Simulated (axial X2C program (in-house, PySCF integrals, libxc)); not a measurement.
**Spin–orbit effects down a group: homonuclear dimers (ions), PBE0**

Calculated with an in-house all-electron X2C program for linear molecules (integrals from PySCF), spin-free (one-electron X2C) or two-component (2c: spin–orbit coupling with atomic mean-field Coulomb and Gaunt terms, which also bring small scalar terms), in Dyall basis sets with cores contracted in-house; open shells are unrestricted.

Basis sets: Al dyall-v3z, B dyall-v3z, Ga dyall-cv3z, In dyall-cv3z.

```tsv
molecule	spin-free state	Re (Å)	ωe (cm⁻¹)	De (eV)	2c state	Re 2c (Å)	ωe 2c (cm⁻¹)	De 2c (eV)
B₂⁺	M_S = 3/2, Λ = 1	1.628	1094.3	n/a	Ω = 1/2	1.628	1094.2	n/a
Al₂⁺	M_S = 1/2, Λ = 0	3.259	155.8	1.60	Ω = 1/2	3.260	155.7	1.60
Ga₂⁺	?	?	?	?	?	?	?	?
In₂⁺	M_S = 1/2, Λ = 0	3.603	65.1	1.43	Ω = 1/2	3.605	64.7	n/a
```

Problem. Estimate the 2c Re and ωe of Ga₂⁺ as the mean of its neighbours in the table.

Solution. Re ≈ 3.433 Å, ωe ≈ 110.2 cm⁻¹. The PBE0 runs give the row below, so the estimate misses by 0.163 Å and 19.4 cm⁻¹.

```tsv
molecule	spin-free state	Re (Å)	ωe (cm⁻¹)	De (eV)	2c state	Re 2c (Å)	ωe 2c (cm⁻¹)	De 2c (eV)
Ga₂⁺	M_S = 1/2, Λ = 0	3.267	90.9	1.56	Ω = 1/2	3.269	90.8	n/a
```

Fragments in 2c: B+ + B, Al+ + Al, Ga+ + Ga, In+ + In. Each entry is the lowest single determinant of a limited PBE0 search at one distance. De goes to single-determinant-based atoms at the same level (for ions the charge split of lowest energy) and is withheld (n/a) where an atom does not fit its ground term or J level. Main or longest-lived isotopes. One determinant is a doubtful description, or other states lie close, for B₂⁺; these need not be ground states, and all values refer to the states named. With several unpaired electrons the Ω given is that of one determinant, not necessarily of the lowest component. Some light 2c atoms are not at their ground J level, so De misses part of their lowering (0.04 eV or less). The functionals have no current term, which raises determinants with orbital currents.
